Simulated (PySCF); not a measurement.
# One molecule, several mistakes: BGeH3OSi

These are calculations, not measurements. They come from PySCF 2.14.0, an open-source quantum chemistry program, on an isolated molecule that a program drew, which may never have been made. The molecule is BGeH3OSi (charge 0, singlet), drawn as the SMILES string `[BH2][Ge][SiH]=O`.

Each row is a Hartree-Fock (HF) and frozen-core CCSD(T) single point in the cc-pV(D+d)Z basis, meant for a local HF minimum. Run 1 is clean. Each other run has one planted mistake out of seven kinds, and not every kind appears here: one electron removed, one electron added, multiplicity raised by two, geometry at a saddle point, minimal basis STO-3G, one bond length entered in bohr, all coordinates scaled. The reference is restricted for singlets and unrestricted otherwise, and also for a bond in bohr. Adding or removing an electron swaps singlet and doublet. Electrons count all cores. HOMO and LUMO are orbital energies over both spins, the gradient is its largest component, and the lowest frequency (negative if imaginary) is given only where the gradient is small. Bond lengths are over the 6 bonds as drawn. T1 is the CCSD diagnostic: over 0.02 (restricted) or 0.045 (unrestricted) a single reference is doubtful. Germanium has the cc-pVDZ-PP basis, with a core potential (ECP10MDF) in place of its 10 inner electrons, and its 3s, 3p and 3d shells are frozen in CCSD(T).

Geometry of the clean run:
```xyz
7
BGeH3OSi, angstrom
B     3.0809   -1.2851   -0.3639
Ge    1.4019   -0.8789    0.7536
Si    0.1992   -0.3690   -1.2960
O    -0.5572   -1.4193   -2.0610
H     3.2970   -2.4003   -0.7477
H     3.8921   -0.4269   -0.5829
H     0.1918    1.0706   -1.6677
```

```
run,electrons,basis functions,<S^2>,HOMO (eV),LUMO (eV),gradient (hartree/bohr),lowest frequency (cm^-1),mean bond (Å),longest bond (Å),T1,HF (hartree),CCSD(T) (hartree),mistake
1,62,89,0.000,-9.26,-0.35,5.5e-06,82,1.6464,2.430,0.0260,-683.55044,-684.04382,no fault
2,61,89,0.893,-14.53,-5.99,7.7e-02,-,1.6464,2.430,0.0818,-683.25715,-683.71506,one electron removed
3,62,89,0.000,-7.93,-0.43,2.7e-05,-138,1.5977,2.288,0.0304,-683.51978,-684.01768,geometry at a saddle point
4,62,89,1.015,-8.40,-0.44,1.1e-02,-,1.8669,2.810,0.0437,-683.45964,-683.94093,one bond length entered in bohr
5,62,89,2.036,-8.32,-1.25,2.8e-02,-,1.6464,2.430,0.0287,-683.51478,-683.99165,multiplicity raised by two
6,63,89,0.765,-1.96,5.66,3.4e-02,-,1.6464,2.430,0.0270,-683.59174,-684.09767,?
```

**Which mistake was planted in run 6, and what did it cost?**

It counts 63 electrons, one more than the clean run, at the same geometry and basis. So the mistake is: one electron added. Subtracting run 1 and multiplying by 627.51 kcal/mol a hartree, the energy moved by -25.9 kcal/mol in HF and -33.8 kcal/mol in CCSD(T).

Cautions from the logs. Run 1: T1 is over the limit, so its CCSD(T) energy is less reliable; run 2: T1 is over the limit, so its CCSD(T) energy is less reliable; run 3: T1 is over the limit, so its CCSD(T) energy is less reliable.
